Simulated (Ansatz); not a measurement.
CH$_{8}$OSi$_{3}$, SMILES `C[SiH]1[SiH2]O[SiH2]1`, relaxed with RKS PBE0-D4/def2-TZVP in Ansatz from a PBE-D4/def2-SVP geometry. The force threshold is 0.005 eV/Å; the program also tests the step.

The species carries charge 0 and has multiplicity 1.

Start:

```xyz
13

C    -1.284   -0.740   -1.561
Si   -0.797    0.309   -0.058
Si    0.458   -0.695    1.690
O     1.799    0.314    1.329
Si    1.356    1.308    0.001
H    -2.146   -1.394   -1.320
H    -0.437   -1.381   -1.878
H    -1.569   -0.092   -2.414
H    -1.935    1.191    0.390
H     0.010   -0.490    3.114
H     0.820   -2.149    1.518
H     1.468    2.764    0.370
H     2.257    1.054   -1.181
```

| step | energy (eV) | largest force (eV/Å) | largest move (Å) |
| --- | --- | --- | --- |
| 1 | -26837.9956 | 0.948 | 0.000 |
| 2 | -26838.0594 | 0.608 | 0.031 |
| 3 | -26838.0766 | 0.052 | 0.019 |
| 4 | -26838.0773 | 0.030 | 0.013 |
| 5 | -26838.0775 | 0.018 | 0.006 |
| 6 | -26838.0776 | 0.012 | 0.013 |
| 7 | -26838.0777 | 0.002 | 0.004 |

End:

```xyz
13

C    -1.290   -0.735   -1.558
Si   -0.790    0.295   -0.070
Si    0.465   -0.681    1.672
O     1.754    0.329    1.323
Si    1.347    1.289    0.012
H    -2.144   -1.371   -1.316
H    -0.466   -1.374   -1.880
H    -1.571   -0.091   -2.394
H    -1.907    1.173    0.379
H     0.016   -0.483    3.077
H     0.863   -2.108    1.513
H     1.454    2.729    0.371
H     2.268    1.029   -1.130
```

Hardware: 4 threads of an Arm Neoverse V1 on a shared host. Wall time 37 s, peak host memory 0.68 GiB.
